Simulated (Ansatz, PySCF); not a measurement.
Gas-phase reaction (SMILES): C[SiH](C)[SiH2]Cl → [SiH2]Cl + C[SiH]C; the Si-Si bond at the site shown breaks (other sites are not compared here).

Structures are relaxed separately at B3LYP-D3(BJ)/def2-TZVP in Ansatz (a first-principles code), one conformer each, not searched for the lowest. Correlated levels leave the core frozen unless marked. Open shells are spin-unrestricted. Spin-orbit coupling is left out. Non-relativistic. CBS marks a two-point X^-3 extrapolation of the correlation energy; Hartree-Fock from the larger set. Thermal terms are rigid-rotor harmonic-oscillator values from B3LYP-D3(BJ) frequencies (PySCF) at 298.15 K and 1 atm. 1 Eh = 627.5095 kcal/mol.

```json
[
 {"species": "C[SiH](C)[SiH2]Cl", "E, CCSD(T)/CBS(cc-pV(T+d)Z,cc-pV(Q+d)Z) (Ansatz) (Eh)": "-1119.51418", "E, wB97M-V/def2-TZVPD (Ansatz) (Eh)": "-1120.81885", "H - E (Eh)": "0.11155"},
 {"species": "[SiH2]Cl", "E, CCSD(T)/CBS(cc-pV(T+d)Z,cc-pV(Q+d)Z) (Ansatz) (Eh)": "-750.03556", "E, wB97M-V/def2-TZVPD (Ansatz) (Eh)": "-750.85430", "H - E (Eh)": "0.02072"},
 {"species": "C[SiH]C", "E, CCSD(T)/CBS(cc-pV(T+d)Z,cc-pV(Q+d)Z) (Ansatz) (Eh)": "-369.34853", "E, wB97M-V/def2-TZVPD (Ansatz) (Eh)": "-369.83405", "H - E (Eh)": "0.08696"}
]
```

### Question
Work out ΔE and ΔH at 298.15 K at the first level, then ΔH at the second.

### Answer

1. ΔE = [(-750.03556) + (-369.34853)] - [(-1119.51418)] = 0.13009 Eh = 81.6 kcal/mol at CCSD(T)/CBS(cc-pV(T+d)Z,cc-pV(Q+d)Z).
2. The terms H - E add up to -0.00387 Eh, so ΔH = (0.13009 + (-0.00387))×627.5095 = 79.2 kcal/mol.
3. At wB97M-V/def2-TZVPD the same steps give ΔE = 81.9 and ΔH = 79.5 kcal/mol, a shift of +0.3 from the first level.
4. These values are not checked against measurement here, since the tables used lack a sound gas-phase enthalpy of formation for at least one species.
